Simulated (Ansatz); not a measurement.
Cartesian coordinates (Å):
```xyz
10

O      0.0598    -0.2064     2.5224
Si     0.0236    -0.0817     0.9941
Si    -2.0157     0.1799    -0.1729
Si     2.0045    -0.1417    -0.2947
H     -3.1103     0.5328     0.7619
H     -2.3208    -1.1029    -0.8621
H     -1.8542     1.2361    -1.2079
H      2.2825     1.2376    -0.7780
H      3.1401    -0.6391     0.5173
H      1.7904    -1.0145    -1.4802
```
Charge +1, spin multiplicity 2.

Level of theory: frozen-core CCSD(T)/cc-pVTZ // r2SCAN-D4/def2-TZVP run with Ansatz (an electronic-structure program). The geometry is that of the parent before the electron was removed.

| Property | Result |
|---|---|
| HF energy | -944.91816 Ha |
| MP2 correlation energy | -0.52682 Ha |

Question: Estimate the CCSD correlation energy, the (T) correction, the total energy and the T1 diagnostic.

Answer: 
| Property | Value |
|---|---|
| CCSD correlation energy | -0.60645 Ha |
| (T) correction | -0.02488 Ha |
| CCSD(T) total energy | -945.54949 Ha |
| T1 diagnostic | 0.053 |
